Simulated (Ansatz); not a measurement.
Consider the formal exchange of groups at a Ge–N bond: `F[SiH](Cl)[NH][GeH3]` + `C[O][AlH2]` → `C[O][AlH][GeH3]` + `N[SiH](F)Cl`.

Computed with Ansatz on PBE0-D4/def2-TZVP structures; ΔE is electronic, products minus reactants. CCSD(T)/CBS is the MP2 limit (def2-TZVPP, def2-QZVPP) plus CCSD(T) − MP2 in def2-TZVPP, frozen cores. DFT in def2-TZVPP. B3LYP here is the variant with VWN-RPA as its local correlation; programs differ in this. For Ge outer-core shells are correlated without core-valence functions, which leaves a few kJ/mol of doubt a bond. Scalar relativity is left out up to krypton. One conformer a species, not always the lowest.

```csv
level,ΔE (kJ/mol),difference from CCSD(T)/CBS
PBE-D4,-35.9,-15.0
r2SCAN-D4,-28.5,-7.6
PBE0-D4,-31.7,-10.8
B3LYP-D4,-22.5,-1.6
ωB97X-V,-18.2,2.7
ωB97M-V,-19.9,1.0
B2PLYP,-19.4,1.5
PBE,-38.0,-17.1
r2SCAN,-29.0,-8.1
PBE0,-33.5,-12.6
B3LYP,-26.1,-5.2
HF/def2-TZVPP,-6.3,14.6
MP2/def2-TZVPP,-11.4,9.5
SCS-MP2/def2-TZVPP,-7.6,13.3
CCSD/def2-TZVPP,-16.4,4.5
CCSD(T)/def2-TZVPP,-16.8,4.1
HF/def2-QZVPP,-5.2,15.7
MP2/def2-QZVPP,-13.3,7.6
SCS-MP2/def2-QZVPP,-9.2,11.7
HF/CBS(def2),-5.0,15.9
MP2/CBS(def2),-15.5,5.4
CCSD/CBS(def2),-20.5,0.4
CCSD(T)/CBS,-20.9,0
```

Largest T1 diagnostic among the species: 0.013.

The D4 term adds +3.5 kJ/mol with B3LYP and +1.8 kJ/mol with PBE0; it sums over pairs of atoms, weighted by their polarisabilities, and B3LYP, whose exchange is more repulsive, gets the larger term. In def2-TZVPP, CCSD(T) changes the Hartree–Fock value by −10.5 kJ/mol (the triples alone add −0.4 kJ/mol) and MP2 by −5.1 kJ/mol.
